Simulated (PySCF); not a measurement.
**Static response to an electric field**

Compound: C₆H₁₃GeN.
Numbering: `[CH3:1][C:2]([CH3:3])([CH3:4])[C:5]#[C:6][GeH2:7][NH2:8]` (hydrogens: H9, H10, H11 on C1; H12, H13, H14 on C3; H15, H16, H17 on C4; H18, H19 on Ge7; H20, H21 on N8)

Structure used (PBE0-D3(BJ)/def2-SVP), in Å, numbered top down from 1:
```xyz
21
C6H13GeN angstrom
C     -1.167   -1.043    0.953
C     -0.697    0.096    0.036
C     -1.602    0.178   -1.202
C     -0.731    1.429    0.799
C      0.681   -0.171   -0.392
C      1.828   -0.393   -0.741
Ge     3.608   -0.732   -1.292
N      4.697    0.272   -0.205
H     -0.527   -1.119    1.844
H     -2.201   -0.857    1.284
H     -1.138   -2.008    0.428
H     -1.580   -0.764   -1.768
H     -2.641    0.375   -0.897
H     -1.279    0.988   -1.873
H     -0.388    2.257    0.161
H     -0.084    1.389    1.688
H     -1.759    1.648    1.129
H      3.708   -0.400   -2.801
H      3.973   -2.208   -1.068
H      5.685    0.208   -0.436
H      4.439    1.255   -0.174
```

Level: B3LYP/def2-SVPD (PySCF), static field, nuclei fixed, core orbitals frozen in the response. The polarisability tensor in these axes (au):

```
x   142.99  -5.83 -10.63
y    -5.83  99.12   3.80
z   -10.63   3.80 102.54
```

Task: Diagonalise the tensor; give its mean and Δα, where Δα² is half the sum of the squared differences of the eigenvalues.

Result: Principal values 96.63, 101.49 and 146.53 au; mean 114.88 au = 17.02 Å³ = 18.94 × 10⁻⁴⁰ C²·m²/J; Δα = 47.65 au (41 % of the mean).

Task: What is the dipole moment, and where does it point?

Result: (-0.57, 0.88, -0.32) D, 1.10 D in size, pointing from the negative to the positive side. Measured along this direction, the outermost atoms are H19 at the negative end and H14, H15, H13 and H17 at the positive end.

Task: What depolarisation ratio follows for Rayleigh scattering of linearly polarised light, taking the static tensor?

Result: ρ = 3Δα²/(45ᾱ² + 4Δα²) = 6811.8/(593901 + 9082.4) = 0.0113.

Task: Along which axes do the principal values lie, and how far do the nuclei extend along each?

Result: Largest value along (0.96, -0.14, -0.24), where the nuclei span 7.90 Å; middle along (0.28, 0.56, 0.78), 4.32 Å; least along (-0.03, 0.81, -0.58), 3.89 Å. The response follows the extents in order.

Task: Form Σ f/ω² (atomic units) for the 10 lowest TDDFT singlets, given as eV and f, and set it beside the mean polarisability, which is this sum over all singlets: 5.72, 0.0086; 5.88, 0.0053; 6.08, 0.0142; 6.27, 0.0007; 6.57, 0.0028; 6.66, 0.0169; 6.75, 0.0209; 6.80, 0.0590; 7.04, 0.0072; 7.16, 0.1314.

Result: They add up to 4.23 au, 3.7 % of the 114.88 au; the largest single term is 1.90 au, from the state at 7.16 eV. Terms in order: 0.19, 0.11, 0.29, 0.01, 0.05, 0.28, 0.34, 0.95, 0.11, 1.90 au. Higher excitations give the rest. The strengths listed sum to 0.267.

Task: What molar refraction does this α imply?

Result: Lorentz–Lorenz: R = (4π/3)N_A α = 2.5225 cm³/(mol·Å³) × 17.02 Å³ = 42.9 cm³/mol, in the limit of long wavelengths.

Task: In a dilute gas of rigid molecules at 350 K, how does the orientational term μ²/3kT compare with the electronic polarisability?

Result: In Gaussian units μ²/3kT = 8.33 Å³ against 17.02 Å³, a ratio of 0.49; the Debye molar polarisation (4π/3)N_A(α + μ²/3kT) is 64.0 cm³/mol, leaving out the vibrational part.

One conformer (not necessarily the lowest) at the PBE0-D3(BJ)/def2-SVP geometry, without solvent, vibrations or thermal averaging. The calculation is non-relativistic, for germanium too.

These values come from a run that also computed excited states and ΔSCF ions. Hardware: one thread of an Arm Neoverse N1, shared host with 64 logical CPUs at a one-minute load of 57. Cost: 12 min wall (grids of density and orbitals included), 1.2 GiB resident at most.
